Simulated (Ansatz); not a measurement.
Basis-set extrapolation for C₃H₂F₆, SMILES `FCC(F)(F)C(F)(F)F` (PBE0-D4/def2-TZVP geometry, frozen core, Ansatz). Multiplicity 1, RHF reference.

|  | def2-TZVPP | def2-QZVPP |
| --- | --- | --- |
| HF | -711.714217 | -711.744638 |
| MP2 correlation | -1.961381 | -2.138802 |
| CCSD(T) correlation | -2.042076 | not run |

Energies in hartree. Use E(X) = E(∞) + A·exp(−7.88·√X) for Hartree–Fock and E(X) = E(∞) + B·X^(−2.97) for correlation, with X = 3 and 4, and add CCSD(T) minus MP2 of the smaller set to the MP2 limit.

Task: What is the CCSD(T) energy at the basis-set limit?

Result: HF limit: -711.744638 + (-0.030421) × 0.13774 = -711.74883. MP2 limit: -2.138802 + (-0.177421) × 0.74074 = -2.27022. Higher-order term: -2.042076 − (-1.961381) = -0.08069. Total: -714.09974 hartree, 215.5 kcal/mol below CCSD(T)/def2-TZVPP.
